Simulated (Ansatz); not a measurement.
```yaml
crystal:
  periodic: [false, false, false]
  atoms:
    - {symbol: Na, position_ang: [-3.154658, 1.627312, -0.267542]}
    - {symbol: Na, position_ang: [1.412848, -2.121106, 0.200323]}
    - {symbol: Na, position_ang: [0.371997, 1.716383, -0.086841]}
    - {symbol: I, position_ang: [3.001456, 0.470425, 0.108441]}
    - {symbol: I, position_ang: [-1.606438, 4.053807, -0.318884]}
    - {symbol: I, position_ang: [1.523246, -4.998257, 0.409090]}
    - {symbol: I, position_ang: [-1.548460, -0.748574, -0.044588]}
basis:
  gaussian: {orbitals: def2-TZVPD, initial_orbitals: start.molden}
total_charge: -1
hamiltonian: {xc: {name: CAM-B3LYP}, dispersion: d4}
scf: {omitted_lower_state_checks: [starts]}
output: {orbitals: {seedname: orbitals}}
```

The file start.molden holds the orbitals of an earlier run on this structure, at another level or in another basis.

```sh
$ ansatz run in.yaml --threads 4 --pin off --events-out ev --progress --plain --max-ram 4787MiB
```

Question: Does this run fit into the memory that it is given?

Answer: No. It has 341 basis functions, and Ansatz plans for 4.98 GiB where 4.67 GiB are given.
